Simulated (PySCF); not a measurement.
Compound: C5H11Si2 (doublet state).
Z-matrix (Å and degrees, GFN2-xTB geometry), rows numbered from 1:
```
C 
C   1  1.3246
C   2  1.4970  1  121.35
Si  2  1.8861  1  122.76  3   179.37
C   4  1.9172  2  115.45  1    22.93
Si  5  1.9270  4   91.54  2   116.16
C   4  1.9224  2  114.39  1   123.92
H   1  1.0809  2  122.28  3    -0.37
H   1  1.0770  2  121.97  3   179.74
H   3  1.0890  2  110.22  1   126.03
H   3  1.0887  2  111.65  1     4.85
H   3  1.0895  2  109.83  1  -115.80
H   4  1.4731  2  108.88  1  -107.61
H   5  1.0875  4  114.12  2  -127.25
H   5  1.0863  4  115.25  2    -3.45
H   6  1.4717  5  115.17  4   117.35
H   7  1.0880  4  114.34  2   126.61
H   7  1.0872  4  115.43  2     2.55
```

The hyperfine couplings belong to this conformer and change with its torsions.

As a line formula: `C=C(C)[SiH]1C[SiH]C1` [radical].

Computed, not measured: PySCF 2.14.0, UKS B3LYP, pcH-1 on C H Si, non-relativistic, mean-field spin-orbit, GIAO. Geometry: GFN2-xTB, one conformer, isolated molecule. A GFN2-xTB geometry isn't a minimum of the functional, and hyperfine couplings can be far from their values at a DFT geometry, by a factor of two or more for some ions and for spin on atoms past the first row. The SCF solution wasn't tested for stability.

Principal values of hyperfine tensors in MHz (contact, dipolar and spin–orbit terms together), for some of the nuclei:

```json
{"atom": "Si6", "isotope": "29Si", "A1": "-651.63", "A2": "-404.62", "A3": "-402.94"}
{"atom": "H16", "isotope": "1H", "A1": "62.67", "A2": "72.42", "A3": "79.14"}
{"atom": "H15", "isotope": "1H", "A1": "19.04", "A2": "20.82", "A3": "32.16"}
{"atom": "H18", "isotope": "1H", "A1": "18.81", "A2": "20.60", "A3": "31.92"}
{"atom": "H17", "isotope": "1H", "A1": "17.27", "A2": "21.94", "A3": "25.90"}
{"atom": "H14", "isotope": "1H", "A1": "17.13", "A2": "21.73", "A3": "25.73"}
{"atom": "C5", "isotope": "13C", "A1": "7.31", "A2": "8.16", "A3": "25.07"}
{"atom": "C7", "isotope": "13C", "A1": "6.96", "A2": "7.80", "A3": "24.90"}
```

(1) Split each tensor into its isotropic and traceless parts, and turn a_iso into mT with g = 2.0033.

(2) What spin density at the nucleus of H17 lies behind its contact coupling (g_N = 5.58569)?

(3) Si4 (29Si, g_N = -1.11058) isn't in the table. Its spin density at the nucleus is 0.0221 bohr⁻³. What is its contact coupling?

(4) Which nucleus of the table has the largest anisotropic coupling, and what is its form?

(5) In a single crystal, with the field along each principal axis of the tensor of H15 in turn, what first-order splitting does this nucleus give (isotropic g, quadrupole terms neglected)?

Answers

(1) a_iso = (A1 + A2 + A3)/3, Ti = Ai − a_iso; 1 mT corresponds to 28.039 MHz. The tensors hold a spin–orbit part: the run splits a_iso into a_FC + a_SO, and T includes its anisotropic share.

| atom | a_iso (MHz) | a_FC | a_SO | a_iso (mT) | T1 | T2 | T3 |
| --- | --- | --- | --- | --- | --- | --- | --- |
| Si6 | -486.40 | -487.36 | 0.97 | -17.347 | -165.23 | 81.78 | 83.45 |
| H16 | 71.41 | 71.39 | 0.02 | 2.547 | -8.74 | 1.01 | 7.73 |
| H15 | 24.01 | 24.01 | 0.00 | 0.856 | -4.96 | -3.19 | 8.15 |
| H18 | 23.78 | 23.78 | 0.00 | 0.848 | -4.96 | -3.18 | 8.14 |
| H17 | 21.70 | 21.69 | 0.01 | 0.774 | -4.44 | 0.24 | 4.20 |
| H14 | 21.53 | 21.52 | 0.01 | 0.768 | -4.40 | 0.20 | 4.20 |
| C5 | 13.52 | 13.46 | 0.05 | 0.482 | -6.20 | -5.35 | 11.56 |
| C7 | 13.22 | 13.16 | 0.05 | 0.471 | -6.26 | -5.42 | 11.68 |

(2) a_FC = 800.24 MHz bohr³ × g_N × ρ(0)/(2S). With a_FC = 21.69 MHz and 2S = 1, ρ(0) = 0.004853 bohr⁻³. In magnitude that is 1.5 % of the 1/π = 0.318 of a free hydrogen atom.

(3) By the same relation, a_FC = -19.64 MHz. Its full tensor has the principal values -21.57, -18.79, -18.53 MHz.

(4) Si6: -165.2, 81.8, 83.5 MHz (the dipolar term alone has -164.3, 81.4, 82.9), axial, in the ratio +1:+1:−2, the form that spin in one p orbital centred on that nucleus gives (the nuclear moment is negative).

(5) 2 lines (I = 1/2), spaced by |A_i|/(g × 13.996): 0.68, 0.74, 1.15 mT along the axes of A1, A2 and A3.
